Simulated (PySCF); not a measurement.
ClH6NSi2, SMILES N[SiH2][SiH2]Cl. Heavy atoms are numbered as in [SiH2:1]([Cl:2])[SiH2:3][NH2:4]. Hydrogens are named by the atom that carries them.

Coordinates come from a B3LYP-D3(BJ)/def2-SVP optimisation. The structure was generated by enumeration, and PubChem lists no compound with its InChIKey, so it may never have been made. One conformer was computed; it need not be the lowest.

Method: ωB97X/def2-TZVP (PySCF).

ESP charges are fitted to the potential on shells at 1.4 to 2.0 van der Waals radii. Atomic charges (e), one atom of each kind:

| atom | IAO | ESP fit | Löwdin | Mulliken |
|---|---|---|---|---|
| Si1 (SiH2) | 0.51 | -0.04 | -0.10 | 0.24 |
| Cl2 | -0.36 | -0.15 | 0.15 | -0.27 |
| Si3 (SiH2) | 0.68 | 0.54 | ___ | 0.28 |
| N4 (NH2) | -0.86 | -0.96 | ___ | -0.64 |
| H on Si1 | -0.12 | 0.01 | -0.04 | -0.02 |
| H on Si3 | -0.13 | -0.09 | ___ | -0.03 |
| H on N4 | 0.27 | 0.38 | 0.16 | 0.24 |

Problem. Complete the blanks. (An estimate is asked for; the answer gives what the named calculation found.)

Solution. 
- Si3 (SiH2), Löwdin: 0.07
- N4 (NH2), Löwdin: -0.29
- H on Si3, Löwdin: -0.03

Computed Mayer and Wiberg (Löwdin basis) orders of the bonds:
```
bond     Mayer  Wiberg
-------  -----  ------
Si1–Cl2   1.08    1.72
Si1–Si3   0.92    1.11
Si3–N4    1.10    1.53
```
